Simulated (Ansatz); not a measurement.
NbO₂⁻. The state is a quintet with charge -1. Geometry r2SCAN-D4/def2-TZVPD; atoms count from 1.

```xyz
3

Nb    0.162   -0.042    0.137
O    -0.449   -1.746   -0.177
O     0.288    1.788    0.040
```

In the def2 sets Nb takes a core potential; there is no spin–orbit coupling. The highest occupied level of the charge -1 quintet lies above zero (up to 0.17 eV). It is a level of α spin, whose loss leaves a quartet; that state wasn't run at this geometry and level. The electron is either unbound and held by the finite basis, or the level is raised by self-interaction error. At PBE0-D4/def2-TZVPD a broken-symmetry singlet of charge -1 lies 2.99 eV below the quintet, each at its own geometry. The structure comes from a short search, and lower isomers may exist.

**Question.** Estimate the Mulliken populations from the PBE0/def2-TZVPD orbitals of Ansatz.

**Answer.** 
```tsv
atom	charge (e)	spin (α − β)	d electrons
Nb1	0.41	3.31	3.40
O2	-0.71	0.34	–
O3	-0.71	0.34	–
```
Mulliken values and Mayer orders depend strongly on the basis. With diffuse functions, as here, like atoms can get unlike values, and bond orders can come out too low or too high.

**Question.** Where does the spin sit?

**Answer.** Summed by element: Nb 3.31, O 0.69, of 4 unpaired in all. Largest on single atoms: Nb1 3.31, O2 0.34, O3 0.34.

**Question.** And the Mayer bond orders between bonded heavy atoms (over 0.3)?

**Answer.** Nb1–O2 0.87 (1.84 Å); Nb1–O3 0.87 (1.84 Å). Values over 0.3 also appear between atoms too far apart for a bond (O2–O3 0.34 at 3.62 Å); they arise where an orbital or an unpaired electron spreads over both atoms.
